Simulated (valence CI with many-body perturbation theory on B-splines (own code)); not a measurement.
## Energy levels of Hg29+

Level of theory: configuration interaction combined with many-body perturbation theory (CI+MBPT): five valence electrons over a frozen Dirac-Fock core [Kr] 4d10, a basis of 7 s, 7 p, 7 d, 7 f, 4 g, 2 h functions for each j, with the one-electron correlation potential Σ1 (screened to all orders), the two-electron term Σ2, the three-electron term Σ3, Breit, model QED; selected single and double excitations, second order for the rest (own B-spline code, finite nucleus).

The last digits are not significant, and no measured levels were compared; by estimate large intervals hold to a few tenths of a per cent, small ones and those within an open d or f shell to about a per cent. Core correlation moves these levels by up to 5400 cm⁻¹, and in measured spectra 5 to 20 % of such shifts remained as error; rates that hang on mixing are uncertain with them. Among the levels kept, up to 780 cm⁻¹ of a level comes from second order outside the variational space, and about a tenth of that is noise between levels of different J, which matters for small intervals. Only levels of the ground parity were solved; by the run's estimate the other parity begins above the list, which can be wrong where configurations are misplaced.

Levels 1 to 45 of 53, with energies above the lowest level, (4f5/2^5) J=5/2. "Leading %" is the weight of the configuration and term that name the level; weights of strongly mixed levels are sums over their largest components and can fall short. In the jj column 3d3/2^4 stands for four electrons in 3d with j = 3/2. Lifetimes count E1, E2, E3, M1 and M2 decay at the calculated energies, and are blank where another channel may lead or the interval is too uncertain; long ones can be off by a factor of two.

| No. | Configuration | Term | J | E (cm⁻¹) | Leading % | Second component | Leading jj | Lifetime |
| --- | --- | --- | --- | --- | --- | --- | --- | --- |
| 1 | 4f⁵ | ⁶H° | 5/2 | 0.0 | 50 | 32 % 4f⁵ ⁴G° | 4f5/2^5 (68 %) |  |
| 2 | 4f⁵ | ⁶H° | 7/2 | 22635 | 71 | 22 % 4f⁵ ⁴G° | 4f5/2^4 4f7/2 (76 %) | 1.40 ms |
| 3 | 4f⁵ | ⁶F° | 5/2 | 35404 | 31 | 20 % 4f⁵ ⁶H° | 4f5/2^4 4f7/2 (61 %) | 1.23 ms |
| 4 | 4f⁵ | ⁶F° | 3/2 | 37971 | 57 | 24 % 4f⁵ ⁴F° | 4f5/2^4 4f7/2 (82 %) | 2.81 ms |
| 5 | 4f⁵ | ⁶H° | 9/2 | 39666 | 77 | 10 % 4f⁵ ⁴G° | 4f5/2^3 4f7/2^2 (54 %) | 2.50 ms |
| 6 | 4f⁵ | ⁶F° | 1/2 | 41441 | 72 | 22 % 4f⁵ ⁴D° | 4f5/2^4 4f7/2 (63 %) | 224 ms |
| 7 | 4f⁵ | ⁶H° | 11/2 | 51590 | 67 | 15 % 4f⁵ ⁴I° | 4f5/2^3 4f7/2^2 (43 %) | 7.98 ms |
| 8 | 4f⁵ | ⁶F° | 7/2 | 54130 | 56 | 19 % 4f⁵ ⁴F° | 4f5/2^3 4f7/2^2 (49 %) | 1.90 ms |
| 9 | 4f⁵ | ⁴I° | 15/2 | 58347 | 22 | 17 % 4f⁵ ²K° | 4f5/2^4 4f7/2 (82 %) |  |
| 10 | 4f⁵ | ⁶H° | 13/2 | 59468 | 47 | 26 % 4f⁵ ⁴I° | 4f5/2^4 4f7/2 (45 %) | 39.8 ms |
| 11 | 4f⁵ | ⁶F° | 9/2 | 68548 | 59 | 13 % 4f⁵ ⁴F° | 4f5/2^3 4f7/2^2 (40 %) | 5.81 ms |
| 12 | 4f⁵ | ⁶F° | 5/2 | 73783 | 46 | 18 % 4f⁵ ²F° | 4f5/2^3 4f7/2^2 (71 %) | 287 μs |
| 13 | 4f⁵ | ⁶H° | 15/2 | 80017 | 36 | 35 % 4f⁵ ⁴M° | 4f5/2^3 4f7/2^2 (71 %) | 1.65 ms |
| 14 | 4f⁵ | ⁶F° | 11/2 | 80686 | 44 | 25 % 4f⁵ ⁴G° | 4f5/2^4 4f7/2 (38 %) | 3.66 ms |
| 15 | 4f⁵ | ⁴F° | 3/2 | 83354 | 65 | 26 % 4f⁵ ⁶F° | 4f5/2^3 4f7/2^2 (79 %) | 393 μs |
| 16 | 4f⁵ | ⁴I° | 9/2 | 84448 | 53 | 21 % 4f⁵ ²H° | 4f5/2^3 4f7/2^2 (60 %) | 399 μs |
| 17 | 4f⁵ | ⁴L° | 13/2 | 85997 | 44 | 27 % 4f⁵ ⁶H° | 4f5/2^3 4f7/2^2 (45 %) | 1.05 ms |
| 18 | 4f⁵ | ⁴K° | 11/2 | 86834 | 42 | 17 % 4f⁵ ⁶F° | 4f5/2^3 4f7/2^2 (50 %) | 708 μs |
| 19 | 4f⁵ | ⁴P° | 5/2 | 88045 | 30 | 22 % 4f⁵ ⁶P° | 4f5/2^3 4f7/2^2 (56 %) | 441 μs |
| 20 | 4f⁵ | ⁴G° | 7/2 | 95145 | 40 | 20 % 4f⁵ ⁶F° | 4f5/2^3 4f7/2^2 (64 %) | 428 μs |
| 21 | 4f⁵ | ⁴M° | 17/2 | 96727 | 61 | 18 % 4f⁵ ⁴L° | 4f5/2^3 4f7/2^2 (96 %) | 1.16 ms |
| 22 | 4f⁵ | ²P° | 1/2 | 97704 | 66 | 18 % 4f⁵ ⁶F° | 4f5/2^3 4f7/2^2 (60 %) | 400 μs |
| 23 | 4f⁵ | ⁶P° | 3/2 | 101850 | 48 | 36 % 4f⁵ ⁴P° | 4f5/2^3 4f7/2^2 (66 %) | 1.60 ms |
| 24 | 4f⁵ | ⁴G° | 9/2 | 108590 | 43 | 32 % 4f⁵ ⁴H° | 4f5/2^3 4f7/2^2 (83 %) | 1.20 ms |
| 25 | 4f⁵ | ⁴L° | 15/2 | 108890 | 50 | 28 % 4f⁵ ⁴K° | 4f5/2^3 4f7/2^2 (82 %) | 1.44 ms |
| 26 | 4f⁵ | ²G° | 7/2 | 109080 | 37 | 28 % 4f⁵ ⁴H° | 4f5/2^3 4f7/2^2 (48 %) | 426 μs |
| 27 | 4f⁵ | ⁴M° | 19/2 | 110650 | 54 | 20 % 4f⁵ ²N° | 4f5/2^3 4f7/2^2 (77 %) | 14.0 ms |
| 28 | 4f⁵ | ⁴I° | 9/2 | 112580 | 28 | 19 % 4f⁵ ²G° | 4f5/2^4 4f7/2 (41 %) | 471 μs |
| 29 | 4f⁵ | ⁴H° | 11/2 | 113970 | 33 | 20 % 4f⁵ ⁴I° | 4f5/2^3 4f7/2^2 (64 %) | 1.37 ms |
| 30 | 4f⁵ | ⁴F° | 5/2 | 115080 | 45 | 32 % 4f⁵ ⁴G° | 4f5/2^3 4f7/2^2 (50 %) | 340 μs |
| 31 | 4f⁵ | ⁴M° | 21/2 | 115900 | 46 | 40 % 4f⁵ ²N° | 4f5/2^3 4f7/2^2 (83 %) | 444 ms |
| 32 | 4f⁵ | ⁴K° | 13/2 | 116350 | 55 | 22 % 4f⁵ ²K° | 4f5/2^3 4f7/2^2 (77 %) | 1.17 ms |
| 33 | 4f⁵ | ²M° | 17/2 | 118930 | 37 | 33 % 4f⁵ ⁴L° | 4f5/2^3 4f7/2^2 (88 %) | 29.9 ms |
| 34 | 4f⁵ | ⁶H° | 15/2 | 120070 | 28 | 26 % 4f⁵ ²K° | 4f5/2^2 4f7/2^3 (48 %) | 350 μs |
| 35 | 4f⁵ | ⁴D° | 7/2 | 122170 | 39 | 32 % 4f⁵ ⁶P° | 4f5/2^3 4f7/2^2 (60 %) | 642 μs |
| 36 | 4f⁵ | ⁴I° | 13/2 | 122650 | 39 | 25 % 4f⁵ ⁴H° | 4f5/2^3 4f7/2^2 (79 %) | 929 μs |
| 37 | 4f⁵ | ⁶P° | 5/2 | 123530 | 24 | 22 % 4f⁵ ²D° | 4f5/2^3 4f7/2^2 (48 %) | 484 μs |
| 38 | 4f⁵ | ⁴I° | 11/2 | 126120 | 52 | 23 % 4f⁵ ⁴K° | 4f5/2^2 4f7/2^3 (67 %) | 269 μs |
| 39 | 4f⁵ | ⁴L° | 13/2 | 127980 | 22 | 20 % 4f⁵ ⁴I° | 4f5/2^3 4f7/2^2 (41 %) | 305 μs |
| 40 | 4f⁵ | ⁴D° | 3/2 | 128040 | 30 | 20 % 4f⁵ ⁴P° | 4f5/2^4 4f7/2 (42 %) | 480 μs |
| 41 | 4f⁵ | ⁴F° | 9/2 | 130160 | 23 | 21 % 4f⁵ ⁴G° | 4f5/2^3 4f7/2^2 (51 %) | 460 μs |
| 42 | 4f⁵ | ⁴G° | 7/2 | 133080 | 56 | 15 % 4f⁵ ⁴H° | 4f5/2^3 4f7/2^2 (54 %) | 268 μs |
| 43 | 4f⁵ | ²I° | 11/2 | 133760 | 25 | 19 % 4f⁵ ²H° | 4f5/2^3 4f7/2^2 (40 %) | 486 μs |
| 44 | 4f⁵ | ⁴G° | 5/2 | 134620 | 44 | 23 % 4f⁵ ²F° | 4f5/2^3 4f7/2^2 (46 %) | 398 μs |
| 45 | 4f⁵ | ⁴F° | 7/2 | 136710 | 39 | 20 % 4f⁵ ²G° | 4f5/2^2 4f7/2^3 (50 %) | 352 μs |

Where two levels of one J and parity lie close, their mixing, g and order are uncertain.

The ionisation energy to 4f⁴ ⁵I4 of the next ion comes out as 1030.9 eV (NIST: 1050 ± 50 eV (theoretical)). All 53 levels together are meant to be complete up to 144260 cm⁻¹.
